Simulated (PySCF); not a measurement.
H2Si2, neutral, multiplicity 1. Atoms are numbered in the order given.

```xyz
4

Si     0.0000     0.0000    -0.9761
Si     0.0000     0.0000     1.2355
H      0.0000    -1.2417    -1.8155
H      0.0000     1.2417    -1.8155
```

Geometry optimised at PBE-D3(BJ)/def2-TZVP. The isomer is the one that the SMILES or the coordinates give; other isomers of the formula were not compared.

Computed with PySCF with PBE-D3(BJ)/def2-TZVP.

Frequencies are harmonic and unscaled.

### Question
Estimate the vibrational spectrum. (The exact figures need the calculation; the answer reports its results.)

### Answer

```csv
mode,ν (cm⁻¹),IR (km/mol),moving atoms (share of kinetic energy)
1,201,20.1,"H 88 %, Si 12 %"
2,322,2.3,"H 87 %, Si 13 %"
3,515,16.0,Si 93 %
4,843,44.7,"H 92 %, Si 8 %"
5,2126,37.9,H 98 %
6,2156,46.6,H 95 %
```
